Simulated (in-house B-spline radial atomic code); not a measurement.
Orbital energies and mean radii along the 3-electron series, configuration [He] 2s1. The effective charge is n√(-2ε), a non-relativistic measure. Computed with a radial B-spline atomic code at the basis-set limit: non-relativistic Hartree-Fock, average of the configuration, point nuclei.

This level leaves out relativity, spin-orbit splitting included, which matters for heavy ions.

| ion | Z | energy of 1s (Eh) | mean radius of 1s (bohr) | energy of 2s (Eh) | mean radius of 2s (bohr) | effective charge of 1s |
| --- | --- | --- | --- | --- | --- | --- |
| Zr37+ | 40 | -767.46 | 0.037875 | -184.33 | 0.15483 | 39.178 |
| Nb38+ | 41 | -807.13 | 0.036942 | -194.06 | 0.15093 | 40.178 |
| Mo39+ | 42 | ? | ? | ? | ? | ? |
| Tc40+ | 43 | -889.48 | 0.035208 | -214.26 | 0.1437 | 42.178 |
| Ru41+ | 44 | -932.16 | 0.034401 | -224.74 | 0.14034 | 43.178 |
| Rh42+ | 45 | -975.84 | 0.03363 | -235.47 | 0.13713 | 44.178 |
| Pd43+ | 46 | -1020.51 | 0.032892 | -246.45 | 0.13407 | 45.178 |
| Ag44+ | 47 | -1066.19 | 0.032186 | -257.67 | 0.13114 | 46.178 |
| Cd45+ | 48 | -1112.86 | 0.03151 | -269.15 | 0.12833 | 47.178 |
| In46+ | 49 | -1160.54 | 0.030862 | -280.88 | 0.12564 | 48.178 |
| Sn47+ | 50 | ? | ? | ? | ? | ? |
| Sb48+ | 51 | -1258.89 | 0.029642 | -305.08 | 0.12059 | 50.178 |
| Te49+ | 52 | ? | ? | ? | ? | ? |
| I50+ | 53 | -1361.24 | 0.028515 | -330.29 | 0.11593 | 52.177 |
| Xe51+ | 54 | -1413.92 | 0.027983 | -343.26 | 0.11373 | 53.177 |

Problem. Fill in the row of Mo39+.

Solution. energy of 1s (Eh): -847.81; mean radius of 1s (bohr): 0.036054; energy of 2s (Eh): -204.04; mean radius of 2s (bohr): 0.14723; effective charge of 1s: 41.178.

Problem. Fill in the row of Sn47+.

Solution. energy of 1s (Eh): -1209.22; mean radius of 1s (bohr): 0.03024; energy of 2s (Eh): -292.85; mean radius of 2s (bohr): 0.12307; effective charge of 1s: 49.178.

Problem. Fill in the row of Te49+.

Solution. energy of 1s (Eh): -1309.57; mean radius of 1s (bohr): 0.029068; energy of 2s (Eh): -317.56; mean radius of 2s (bohr): 0.11822; effective charge of 1s: 51.177.

Problem. How does the screening of 1s change?

Solution. Z less the effective charge goes from 0.82 at Z = 40 to 0.82 at Z = 54.
